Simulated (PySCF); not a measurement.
# Dipole response of Ba⁺ (barium, charge +1)

[Xe] 6s1, 2S determinant. All numbers are calculated (PySCF 2.14, the spin-free X2C one-electron Hamiltonian (Gaussian nucleus), in aug-cc-pwCVTZ-X2C with one added diffuse shell each of s, p, d, f type (12s11p9d5f, 125 functions)). Coupled (time-dependent) response in atomic units; α is the mean over directions.

```
method  mean α (bohr³)  C₆ (like pair)  S(−4)
   UHF           173.2            2075  24640
```

S(−4) is the Cauchy moment in α(ω) = α(0) + S(−4) ω² + …

α(iu) at UHF:

```csv
u (hartree),α(iu) (bohr³)
0,173.2
0.0500,128.5
0.100,75.19
0.200,33.17
0.300,20.62
0.500,12.14
0.750,8.008
1.00,5.760
1.50,3.398
2.00,2.260
3.00,1.248
5.00,0.5862
```

A single London oscillator, α(iu) = α/(1 + u²/ω²), gives C₆ = (3/4) ω α². Matching the computed C₆ needs ω = 4 × 2075 / (3 × 173.2²) = 0.0922 hartree.

For an ion, C₆ is the dispersion term alone; charge-induced terms of lower order in 1/R come first.

Spin-orbit coupling, which splits the p, d and f shells strongly at this Z, is absent.
